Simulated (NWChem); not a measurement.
System: NbN₂H₅SO; SMILES [NH2][Nb]([NH2])([OH])=[S]

```xyz
10

Nb     0.0006     0.1897     0.0108
S     -0.0042    -1.9793     0.1113
O     -0.0440     1.0878     1.6981
H     -0.0867     0.7455     2.6080
N     -1.6050     0.7626    -0.9950
H     -2.2685     0.1510    -1.4808
H     -1.8655     1.7445    -1.1446
N      1.6555     0.7602    -0.9141
H      2.3508     0.1463    -1.3500
H      1.9088     1.7413    -1.0792
```
Atoms are numbered in this order, from 1.

Computed with NWChem. Structure relaxed at the PBE-D3(BJ)/def2-SVP level. Not confirmed as a minimum by frequencies. def2 effective core potentials on Nb; no spin-orbit coupling. Level BLYP/def2-SVP: energy and gradient; each run changes one setting, and changes count from the defaults (medium grid, exact Coulomb integrals, symmetry on).

Q: Which setting moves the energy most, and by about how much (tight SCF thresholds and tolerances; Coulomb fitting, Weigend set; defaults; symmetry off; coarse grid; Becke weights)?

A: Coulomb fitting, Weigend set, by about 300 μHa.
| setting | size of the energy change (μHa) | largest change of a gradient component (μHa/bohr) | time, defaults = 1 (rough) |
|---|---|---|---|
| defaults | < 10 | < 30 | about 1 |
| symmetry off | < 10 | other frame | about 1 |
| coarse grid | 10 | 300 | about 1 |
| Becke weights | < 10 | 100 | about 1 |
| tight SCF thresholds and tolerances | < 10 | < 30 | about 1 |
| Coulomb fitting, Weigend set | 300 | 40 | 0.4 |
